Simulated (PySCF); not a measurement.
Continuum solvent and chemical shifts

Atoms are numbered as in `[CH2:1]=[CH:2]/[CH:3]=[CH:4]/[CH:5]1[CH2:6][CH2:7][CH2:8]1`. Hydrogens are named by the atom that carries them. Ha(C1) is cis to C3; Ha(C6), Ha(C7), Ha(C8) are cis to C4 on the ring; Hb(C1) is trans to C3; Hb(C6), Hb(C7), Hb(C8) are trans to C4 on the ring.

GIAO PBE0/pcSseg-1 in PySCF 2.14.0 with density-fitted response routines on one PBE0-D3(BJ)/def2-SVP conformer, non-relativistic, equivalent nuclei averaged. Solvents enter as an IEF-PCM continuum (benzene with ε = 2.3) around the gas-phase geometry. Shifts are referred to TMS computed in the same medium.

Gas phase, δ in ppm: C4 148.5, C2 145.6, C3 137.4, C1 123.4, C5 42.4, C6/C8 31.7, C7 20.1, H(C2) 6.35, H(C3) 6.07, H(C4) 5.70, Ha(C1) 5.34, Hb(C1) 5.26, H(C5) 2.64, Hb(C6)/Hb(C8) 1.97. Dipole moment 0.55 D.

Q: How does each δ change in the continuum?

A: 
```json
{"atoms": "C4", "environment": "alkene CH", "Δδ, benzene": "+1.5"}
{"atoms": "C2", "environment": "alkene CH", "Δδ, benzene": "+0.7"}
{"atoms": "C3", "environment": "alkene CH", "Δδ, benzene": "0.0"}
{"atoms": "C1", "environment": "terminal =CH2 carbon", "Δδ, benzene": "+0.5"}
{"atoms": "C5", "environment": "allylic sp3 CH", "Δδ, benzene": "+0.2"}
{"atoms": "C6/C8", "environment": "sp3 CH2 in a ring", "Δδ, benzene": "+0.1"}
{"atoms": "C7", "environment": "sp3 CH2 in a ring", "Δδ, benzene": "+0.2"}
{"atoms": "H(C2)", "environment": "hydrogen on an alkene CH", "Δδ, benzene": "+0.07"}
{"atoms": "H(C3)", "environment": "hydrogen on an alkene CH", "Δδ, benzene": "+0.06"}
{"atoms": "H(C4)", "environment": "hydrogen on an alkene CH", "Δδ, benzene": "+0.11"}
{"atoms": "Ha(C1)", "environment": "hydrogen on a terminal =CH2 carbon", "Δδ, benzene": "+0.06"}
{"atoms": "Hb(C1)", "environment": "hydrogen on a terminal =CH2 carbon", "Δδ, benzene": "+0.06"}
{"atoms": "H(C5)", "environment": "hydrogen on an allylic sp3 CH", "Δδ, benzene": "+0.06"}
{"atoms": "Hb(C6)/Hb(C8)", "environment": "hydrogen on an sp3 CH2 in a ring", "Δδ, benzene": "0.00"}
```

Changes are relative to the gas phase. The dipole moment becomes 0.65 D in benzene.

Q: Which nuclei move most (in ppm), and what does the model miss?

A: C4 (alkene CH, +1.5 ppm) in benzene. A continuum only polarises the solute; specific hydrogen bonds, the anisotropy of aromatic solvents and changes of geometry or conformer are outside it.
